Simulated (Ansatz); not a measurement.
`BrCC(Br)Br` + HBr → `BrC(Br)Br` + `CBr`  (substitution at a C–C bond)

Computed with Ansatz on PBE0-D4/def2-TZVP structures; ΔE is electronic, products minus reactants. CCSD(T)/CBS is the MP2 limit (def2-TZVPP, def2-QZVPP) plus CCSD(T) − MP2 in def2-TZVPP, frozen cores. DFT in def2-TZVPP. For Br outer-core shells are correlated without core-valence functions, which leaves a few kJ/mol of doubt a bond. Scalar relativity is left out up to krypton. Each species was taken in one conformer, which may not be the lowest.

`BrCC(Br)Br`:

```xyz
8

Br    0.991    0.029    2.092
C     0.437    0.576    0.318
C    -0.307   -0.524   -0.388
Br   -2.010   -0.909    0.430
Br   -0.530    0.007   -2.244
H    -0.176    1.467    0.425
H     1.349    0.811   -0.227
H     0.247   -1.457   -0.406
```

HBr:

Z-matrix (Å, degrees):
```
Br
H 1 1.420
```

`BrC(Br)Br`:

Cartesian coordinates in Å:
```
Br 0.936 -0.251 1.623
C 0.071 0.077 -0.063
Br -0.086 -1.529 -1.108
Br -1.627 0.948 0.165
H 0.705 0.756 -0.618
```

`CBr`:

Z-matrix (Å, degrees):
```
C
Br 1 1.933
H 1 1.086 2 108.0
H 1 1.086 2 108.0 3 -120.0
H 1 1.086 2 108.0 3 120.0
```

```json
{"level": "B97M-V", "ΔE (kJ/mol)": "49.7", "difference from CCSD(T)/CBS": "-2.4"}
{"level": "r2SCANh-D4", "ΔE (kJ/mol)": "49.2", "difference from CCSD(T)/CBS": "-2.9"}
{"level": "revPBE", "ΔE (kJ/mol)": "32.7", "difference from CCSD(T)/CBS": "-19.4"}
{"level": "BLYP", "ΔE (kJ/mol)": "32.0", "difference from CCSD(T)/CBS": "-20.1"}
{"level": "r2SCAN0", "ΔE (kJ/mol)": "49.7", "difference from CCSD(T)/CBS": "-2.4"}
{"level": "LC-ωPBE", "ΔE (kJ/mol)": "48.3", "difference from CCSD(T)/CBS": "-3.8"}
{"level": "CCSD/def2-SVP", "ΔE (kJ/mol)": "68.1", "difference from CCSD(T)/CBS": "16.0"}
{"level": "HF/def2-TZVPP", "ΔE (kJ/mol)": "48.9", "difference from CCSD(T)/CBS": "-3.2"}
{"level": "CCSD(T)/def2-TZVPP", "ΔE (kJ/mol)": "53.1", "difference from CCSD(T)/CBS": "1.0"}
{"level": "CCSD/CBS(def2)", "ΔE (kJ/mol)": "52.4", "difference from CCSD(T)/CBS": "0.3"}
{"level": "CCSD(T)/CBS", "ΔE (kJ/mol)": "52.1", "difference from CCSD(T)/CBS": "0"}
```

Largest T1 diagnostic among the species: 0.008.

Leaving LDA and LC-ωPBE aside and taking each functional with its dispersion term where it has one, the values, not all of them listed here, spread over 11.5 kJ/mol, from BLYP-D4 to PBE-QIDH. LDA lies +15.9 kJ/mol from PBE without D4. From BLYP to BHLYP (50 % exact exchange), in def2-TZVPP and without D4, ΔE moves by +14.3 kJ/mol. The D4 term adds +6.0 kJ/mol with B3LYP and +3.6 kJ/mol with PBE0; it sums over pairs of atoms, weighted by their polarisabilities, and B3LYP, whose exchange is more repulsive, gets the larger term.

CCSD(T)/CBS has its own doubt, a few kJ/mol and more with outer-core shells, so smaller differences from it don't rank the levels.

B3LYP here is the variant with VWN-RPA as its local correlation; programs differ in this.
